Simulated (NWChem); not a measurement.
## Atomisation of HCl3Si

```xyz
5

Si     0.0326     0.5091     0.0000
Cl    -0.9808    -0.1168     1.6823
Cl    -0.9808    -0.1168    -1.6823
Cl     1.9271    -0.3031     0.0000
H      0.1279     1.9960     0.0000
```
Charge 0, spin multiplicity 1.

Everything below was run with NWChem. The geometry was optimised at PBE/def2-SVP, a minimum by its harmonic frequencies.

Basis set: def2-TZVP. The atomisation energy is electronic alone: no zero-point, thermal, spin-orbit or counterpoise terms. No value is extrapolated to the basis-set limit. Free atoms are single determinants with multiplicities Si 3, Cl 2, H 2. Correlated methods freeze the same cores in atoms and molecule, 20 orbitals in all.

| method | atomisation energy (kcal/mol) | relative cost |
|---|---|---|
| PBE | 370.2 | under 3 |
| BHandHLYP | 350.4 | under 3 |
| TPSS | 368.7 | under 3 |
| HF | 278.1 | 1 |
| CAM-B3LYP | 360.0 | 10 |
| MP2 | 369.7 | under 3 |
| PBE0 | 366.7 | under 3 |
| B3LYP | 355.9 | under 3 |

The values span 92.0 kcal/mol, from HF (lowest) to PBE (highest). Costs are rough ratios of processor time within this set of runs, SCF included, with HF as 1. Costs are the molecule's.

B3LYP has NWChem's definition, with VWN1-RPA local correlation. GW and range-separated runs recompute their integrals, the others keep them in memory, which bears on the times. The structure started from a generated list of species. No SCF solution was tested for a lower state. Open-shell Hartree-Fock references start from PBE0 orbitals; any time given for them includes that run.
